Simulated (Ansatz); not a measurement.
`F[Si](F)(F)[SiH3]` + `[CH3][InH][CH3]` → `[CH3][InH][CH2][SiH3]` + `F[SiH](F)F`  (formal exchange of groups at the Si–Si bond)

Computed with Ansatz on PBE0-D4/def2-TZVP structures; ΔE is electronic, products minus reactants. CBS: MP2 limit from def2 TZ/QZ plus the TZ coupled-cluster correction, frozen cores. DFT in def2-TZVPP. B3LYP here is the variant with VWN-RPA as its local correlation; programs differ in this. Elements past krypton have def2 core potentials. For In outer-core shells are correlated without core-valence functions, which leaves a few kJ/mol of doubt a bond. Each species was taken in one conformer, which may not be the lowest.

```
             level  ΔE (kJ/mol)  difference from CCSD(T)/CBS
            PBE-D4         -4.0                         20.8
         r2SCAN-D4        -14.9                          9.9
           PBE0-D4        -10.4                         14.4
          B3LYP-D4        -13.0                         11.8
           ωB97X-V        -14.6                         10.2
            B2PLYP        -19.1                          5.7
               PBE         -2.5                         22.3
            r2SCAN        -14.3                         10.5
             B3LYP        -10.7                         14.1
    MP2/def2-TZVPP        -33.5                         -8.7
SCS-MP2/def2-TZVPP        -31.5                         -6.7
   CCSD/def2-TZVPP        -24.2                          0.6
CCSD(T)/def2-TZVPP        -24.4                          0.4
     HF/def2-QZVPP        -25.3                         -0.5
SCS-MP2/def2-QZVPP        -31.8                         -7.0
     MP2/CBS(def2)        -33.9                         -9.1
       CCSD(T)/CBS        -24.8                            0
```

Largest T1 diagnostic among the species: 0.013.

From PBE to PBE0 (25 % exact exchange), in def2-TZVPP and without D4, ΔE moves by −6.5 kJ/mol.
